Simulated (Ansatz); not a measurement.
`C=[C](S)[AlH][OH]`. Charge 0, multiplicity 1.

Cartesian coordinates in Å:
```
C -1.6077 -0.2586 -0.5607
C -0.6700 -0.2419 0.3934
S -1.0776 -0.6911 2.0452
Al 1.1495 0.2746 -0.0191
O 1.4679 0.6944 -1.6276
H -1.3536 0.0189 -1.5784
H -2.6428 -0.5413 -0.3787
H 0.1416 -0.5192 2.5828
H 2.2707 0.2983 1.1004
H 2.3220 0.9659 -1.9573
```

(1) List the harmonic frequencies (cm⁻¹, unscaled) at PBE0-D4/def2-TZVP in Ansatz. (An estimate is asked.)

(2) Is this a minimum?

(3) Give the ideal-gas thermochemistry at 298.15 K and 1 bar (rigid rotor, harmonic oscillator; point group Cs, symmetry number 1).

(4) And at 400, 500, 600, 800 and 1000 K?

## Answers

(1) Computed: 67, 102, 187, 221, 277, 310, 358, 519, 523, 575, 684, 710, 799, 881, 941, 974, 1149, 1434, 1631, 1928, 2692, 3123, 3216, 3971.

(2) Yes, all 24 modes are real.

(3) Zero-point energy 163.1 kJ/mol; H(298) − E = 186.0 kJ/mol; entropy 360.6 J/(mol·K), of which translation 166.8, rotation 114.8, vibration 79.0; G(298) − E = 78.5 kJ/mol. Modes under 100 cm⁻¹ are hindered rotations or soft bends, so the harmonic entropy is rough.

(4) 
```tsv
T (K)	H − E (kJ/mol)	S (J/mol/K)	G − E (kJ/mol)
400	198.9	397.9	39.8
500	213.3	429.9	-1.6
600	228.9	458.3	-46.1
800	262.9	507.0	-142.8
1000	299.5	547.9	-248.4
```
